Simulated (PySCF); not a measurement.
## How methods differ on the electron affinity of Bi

Bi- [Xe] 4f14 5d10 6s2 6p4 (3P) → Bi [Xe] 4f14 5d10 6s2 6p3 (4S), as a difference of total energies. Calculation: PySCF 2.14, in x2c-TZVPPall with one added diffuse shell each of s, p, d, f type (12s8p7d4f, 99 functions); the spin-free X2C one-electron Hamiltonian (Gaussian nucleus). Correlated levels: valence: [Xe] 4f14 5d10 frozen. The calculations carry no spin-orbit coupling.

```csv
method,electron affinity (eV),difference from reference (eV)
UHF,-0.177,-1.119
MP2 (valence),0.505,-0.437
SCS-MP2 (valence),0.557,-0.385
CCSD (valence),0.607,-0.335
CCSD(T) (valence),0.660,-0.282
```

Reference: 0.942 eV (measured; photodetachment measurements, as compiled on the Wikipedia data page of electron affinities).

Spin-orbit coupling is strong in these open shells (close to jj coupling). The scalar numbers leave it out and a first-order estimate fails, so it can dominate the gap to the real levels.

Errors of the correlated levels include the incompleteness of this basis and the frozen core.

A negative affinity means that the anion lies above the atom at that level of theory.
